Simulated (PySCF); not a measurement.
FH5SSi2.

```xyz
9

Si    -1.7665     0.2759    -0.0982
S     -0.0997    -0.7759    -0.9659
Si     1.4061     0.2447     0.1203
F      0.9857     0.2695     1.6947
H     -2.1834    -0.3521     1.1816
H     -1.3726     1.6925     0.1386
H     -2.8768     0.2057    -1.0838
H      1.5296     1.6607    -0.3024
H      2.6735    -0.5059    -0.0410
```

Geometry optimised at ωB97X-D3(BJ)/def2-SVP. This is a generated structure with no PubChem entry under its InChIKey; it may be hypothetical. The values are those of a single conformer.

Computed with HF/pcSseg-1 run with PySCF. Non-relativistic, no solvent.

Computed absolute GIAO shielding of each atom: isotropic value and principal components (ppm):
```tsv
atom	σ(iso)	σ11	σ22	σ33	span
Si1	441.3	412.1	434.3	477.5	65.4
S2	834.1	711.4	880.3	910.5	199.1
Si3	396.4	365.3	400.0	423.8	58.5
F4	393.2	356.3	389.2	434.1	77.8
H5	27.3	23.4	25.4	33.3	9.9
H6	27.5	23.8	26.1	32.5	8.6
H7	27.3	23.4	25.0	33.6	10.1
H8	26.9	23.2	25.0	32.4	9.2
H9	26.8	22.9	24.4	33.1	10.2
```
